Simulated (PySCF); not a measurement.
F₂Mn, sextet, geometry from GFN2-xTB (such geometries of metal compounds can be far from the true shape); HF/6-31G* (PySCF).

Here is a job for PySCF.
```python
from pyscf import gto, scf

mol = gto.Mole()
mol.atom = '''
    Mn    0.009789    0.000267   -0.001718
    F    -0.241809    1.281989   -1.098969
    F     0.214616   -1.282730    1.103741
'''
mol.basis = '6-31g*'
mol.charge = 0
mol.spin = 5
mol.verbose = 5
mol.build()

mf = scf.UHF(mol)
mf.kernel()
```

Output, abridged:

```
PySCF version 2.14.0

[INPUT] verbose = 5
[INPUT] max_memory = 4000
[INPUT] num. atoms = 3
[INPUT] num. electrons = 43
[INPUT] charge = 0
[INPUT] spin (= nelec alpha-beta = 2S) = 5
[INPUT] symmetry False subgroup None
[INPUT] Mole.unit = angstrom
[INPUT] Symbol           X                Y                Z      unit          X                Y                Z       unit  Magmom
[...]
[INPUT] ---------------- BASIS SET ----------------
[INPUT] l, kappa, [nprim/nctr], expnt,             c_1 c_2 ...
[INPUT] F
[...]
                                1051.36609        0.0139160796
                                239.28569         0.0684053245
                                67.3974453        0.23318576
                                21.5199573        0.471267439
                                7.4031013         0.356618546
[...]
                                4.80830834        -0.146451658
                                1.34406986        1.12868858
[...]
                                4.80830834        0.345912103
                                1.34406986        0.722469957
[...]
[INPUT] Mn
[...]
                                8460.943          0.01357081
                                1927.325          0.06690605
                                543.2343          0.2318541
                                173.9905          0.4799046
                                59.36005          0.3495737
[...]
                                277.3276          0.03181708
                                89.47278          0.125467
                                33.48256          -0.02955431
                                13.54037          -0.617516
                                5.557972          -0.4544458
[...]
                                15.18777          0.07231971
                                6.50071           0.2544486
                                2.751583          -0.291038
                                1.145404          -0.735986
                                0.453687          -0.1997617
[...]
                                0.667022          0.2897491
                                0.105129          -1.140653
[...]
                                277.3276          0.03103112
                                89.47278          0.1351894
                                33.48256          0.3457387
                                13.54037          0.4629205
                                5.557972          0.2090592
[...]
                                15.18777          -0.02846816
                                6.50071           0.06031832
                                2.751583          0.3938961
                                1.145404          0.5013769
                                0.453687          0.1792264
[...]
                                0.667022          0.2345011
                                0.105129          0.9141257
[...]
                                5.510486          0.3841883
                                1.665038          0.7069071
[...]
nuclear repulsion = 152.156888794619
number of shells = 24
number of NR pGTOs = 151
number of NR cGTOs = 62
basis = 6-31g*
ecp = {}

******** <class 'pyscf.scf.uhf.UHF'> ********
method = UHF
initial guess = minao
damping factor = 0
level_shift factor = 0
DIIS = <class 'pyscf.scf.diis.CDIIS'>
diis_start_cycle = 1
diis_space = 8
diis_damp = 0
SCF conv_tol = 1e-09
SCF conv_tol_grad = None
SCF max_cycles = 50
direct_scf = True
direct_scf_tol = 1e-13
number electrons alpha = 24  beta = 19
Set gradient conv threshold to 3.16228e-05
E1 = -2190.9531070204125  E2 = 692.4296849294632  Ecoul = 763.219970354193  Exc = -70.79028542472986
init E= -1346.36653329633
cond(S) = 69.5282050117341

  alpha mo_energy =
[-2.39175750e+02 -2.78049991e+01 -2.64548849e+01 -2.64548362e+01
 -2.35055703e+01 -2.35055702e+01 -2.35051999e+01 -2.92462310e+00
 -1.78973123e+00 -1.63170452e+00 -1.63020419e+00 -1.62759389e+00
 -1.50352877e+00 -6.47813806e-01 -6.36644081e-01 -6.36642768e-01
[...]
  1.72518595e+00  1.72523813e+00  1.93278013e+00  1.93883025e+00
  1.94671291e+00  2.09532194e+00  2.09532198e+00  2.10784795e+00
  2.13833549e+00  2.21238391e+00  2.21238394e+00  2.35688693e+00
  2.35688693e+00  2.44480034e+00  2.48659193e+00  2.48662792e+00
  2.60812305e+00  2.60929246e+00  3.05320405e+00  3.05528900e+00
  3.14117991e+00  3.19112491e+00]
  beta  mo_energy =
[-2.40518915e+02 -2.90564667e+01 -2.61914557e+01 -2.61914312e+01
 -2.47638630e+01 -2.47627240e+01 -2.47627224e+01 -3.62567401e+00
 -2.26366583e+00 -2.25114167e+00 -2.25114027e+00 -1.48109507e+00
 -1.45789578e+00 -6.24613132e-01 -5.68778805e-01 -5.66934275e-01
 -5.66850862e-01 -5.59317468e-01 -5.59315610e-01  3.49914959e-02
  7.44792830e-02  7.45487404e-02  1.39138588e-01  2.33152496e-01
  3.17045801e-01  3.17045802e-01  3.48005257e-01  3.48016824e-01
  4.60115113e-01  4.60209952e-01  5.24597578e-01  7.74734474e-01
  1.52747872e+00  1.52751309e+00  1.63436216e+00  1.64613118e+00
  1.64615196e+00  1.68332241e+00  1.79448148e+00  1.79448149e+00
  1.82208803e+00  1.82212138e+00  1.97472847e+00  1.98418575e+00
  1.98668379e+00  2.12751747e+00  2.12751749e+00  2.15211063e+00
  2.19377267e+00  2.22432370e+00  2.22432379e+00  2.48910305e+00
  2.53537805e+00  2.53537805e+00  2.62230105e+00  2.62240358e+00
  2.66625252e+00  2.66723374e+00  3.15174174e+00  3.15563810e+00
  3.20640359e+00  3.28144635e+00]
multiplicity <S^2> = 8.7648422  2S+1 = 6.0049454
E1 = -2170.222341951213  E2 = 669.3857387287508  Ecoul = 740.8746262458558  Exc = -71.48888751710501
cycle= 19 E= -1348.67971442784  delta_E= -3.99e-10  |g|= 4.76e-06  |ddm|= 4.63e-05
  alpha mo_energy =
[-2.40521755e+02 -2.91852971e+01 -2.61921411e+01 -2.61921148e+01
 -2.48912472e+01 -2.48912461e+01 -2.48844962e+01 -4.01979718e+00
 -2.72962882e+00 -2.72962780e+00 -2.72784490e+00 -1.48526855e+00
 -1.46537031e+00 -6.91268984e-01 -6.91244047e-01 -6.86858379e-01
 -6.38212177e-01 -6.38212173e-01 -5.75128357e-01 -5.75118985e-01
 -5.59232765e-01 -5.03918681e-01 -5.03878335e-01 -4.48009701e-01
  6.43374445e-02  6.49399150e-02  6.85528180e-02  1.36759173e-01
  3.06298541e-01  3.79404346e-01  3.79619223e-01  7.19987668e-01
  1.41428149e+00  1.41441711e+00  1.54883826e+00  1.54883835e+00
  1.62899397e+00  1.63032945e+00  1.63120728e+00  1.68237306e+00
  1.72518706e+00  1.72523924e+00  1.93278132e+00  1.93883128e+00
  1.94671413e+00  2.09532286e+00  2.09532290e+00  2.10784898e+00
  2.13833650e+00  2.21238464e+00  2.21238467e+00  2.35688835e+00
  2.35688835e+00  2.44480178e+00  2.48659328e+00  2.48662927e+00
  2.60812417e+00  2.60929359e+00  3.05320533e+00  3.05529027e+00
  3.14118103e+00  3.19112610e+00]
  beta  mo_energy =
[-2.40518910e+02 -2.90564616e+01 -2.61914527e+01 -2.61914283e+01
 -2.47638576e+01 -2.47627189e+01 -2.47627172e+01 -3.62567034e+00
 -2.26366202e+00 -2.25113837e+00 -2.25113697e+00 -1.48109388e+00
 -1.45789454e+00 -6.24612152e-01 -5.68777890e-01 -5.66933112e-01
 -5.66849717e-01 -5.59316344e-01 -5.59314484e-01  3.49916889e-02
  7.44793348e-02  7.45487901e-02  1.39138642e-01  2.33153244e-01
  3.17048074e-01  3.17048075e-01  3.48007798e-01  3.48019365e-01
  4.60115809e-01  4.60210642e-01  5.24600291e-01  7.74735419e-01
  1.52748014e+00  1.52751451e+00  1.63436272e+00  1.64613209e+00
  1.64615287e+00  1.68332295e+00  1.79448370e+00  1.79448371e+00
  1.82208966e+00  1.82212300e+00  1.97472965e+00  1.98418684e+00
  1.98668487e+00  2.12751833e+00  2.12751835e+00  2.15211168e+00
  2.19377466e+00  2.22432456e+00  2.22432465e+00  2.48910442e+00
  2.53537934e+00  2.53537934e+00  2.62230243e+00  2.62240497e+00
  2.66625381e+00  2.66723502e+00  3.15174323e+00  3.15563958e+00
  3.20640500e+00  3.28144783e+00]
multiplicity <S^2> = 8.7648424  2S+1 = 6.0049454
E1 = -2170.2223320528938  E2 = 669.3857288304038  Ecoul = 740.8746150987073  Exc = -71.48888626830353
Extra cycle  E= -1348.67971442787  delta_E= -2.77e-11  |g|= 2.51e-06  |ddm|= 6.9e-06
converged SCF energy = -1348.67971442787  <S^2> = 8.7648424  2S+1 = 6.0049454
```
